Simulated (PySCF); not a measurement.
A calculated (r2SCAN, PySCF 2.14, x2c-TZVPPall, the spin-free X2C one-electron Hamiltonian (Gaussian nucleus)) atom or ion has these occupied shells.

| shell | electrons | orbital energy (eV) | rms radius, mean of both spins (bohr) |
| --- | --- | --- | --- |
| 1s α | 1 | -63145.2 | 0.0219 |
| 1s β | 1 | -63145.1 | 0.0219 |
| 2s α | 1 | -10788.0 | 0.0885 |
| 2s β | 1 | -10788.0 | 0.0885 |
| 2p α | 3 | -9516.8 | 0.0801 |
| 2p β | 3 | -9516.8 | 0.0801 |
| 3s α | 1 | -2468.8 | 0.227 |
| 3s β | 1 | -2468.8 | 0.227 |
| 3p α | 3 | -2083.6 | 0.228 |
| 3p β | 3 | -2083.6 | 0.228 |
| 3d α | 5 | -1607.7 | 0.208 |
| 3d β | 5 | -1607.7 | 0.208 |
| 4s α | 1 | -511.13 | 0.508 |
| 4s β | 1 | -511.11 | 0.508 |
| 4p α | 3 | -383.58 | 0.541 |
| 4p β | 3 | -383.56 | 0.541 |
| 4d α | 5 | -213.22 | 0.591 |
| 4d β | 5 | -213.20 | 0.591 |
| 5s α | 1 | -81.181 | 1.24 |
| 5s β | 1 | -81.125 | 1.24 |
| 5p α | 3 | -51.166 | 1.46 |
| 5p β | 3 | -51.147 | 1.46 |
| 4f α | 7 | -28.053 | 0.822 |
| 4f β | 7 | -28.010 | 0.822 |
| 6p α | 1 | -13.642 | 3.95 |

Name the element and its charge.

Lu²⁺ (lutetium, charge +2), in [Xe] 4f14 6p1, 2P determinant (an excited configuration).
